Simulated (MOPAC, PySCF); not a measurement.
H3BO2S, SMILES `OB(O)S`, neutral singlet in the gas phase. 

Cartesian coordinates (Å):
SMILES: SB(O)O
```xyz
7

O     -0.4077     1.0523    -0.6007
B     -0.1981    -0.2046    -0.1177
O     -1.2666    -0.9881     0.1635
S      1.4374    -0.9577     0.1965
H      0.3762     1.5723    -0.7845
H     -2.1060    -0.5536    -0.0179
H      2.1818     0.0867    -0.1871
```
Charge 0, spin multiplicity 1.

All levels are single points at this geometry (CAM-B3LYP-D3(BJ)/def2-TZVP); Pople sets use spherical d functions. Orbital energies aren't observables, and empty levels follow the basis.

```tsv
level	HOMO (eV)	LUMO (eV)	gap (eV)	dipole (D)	vertical IE, Delta-SCF (eV)
CAM-B3LYP-D3(BJ)/def2-TZVP in PySCF	-8.94	0.92	9.86	2.45	–
BP86/6-31G* in PySCF	-6.17	-0.11	6.06	2.78	–
M06-2X/6-31G* in PySCF	-8.60	1.86	10.46	2.81	–
SVWN5/6-31G* in PySCF	-6.16	-0.22	5.94	2.86	9.92
PM3 in MOPAC	-9.89	-0.13	9.77	2.66	–
PM6 in MOPAC	-9.49	-0.20	9.29	2.54	–
```
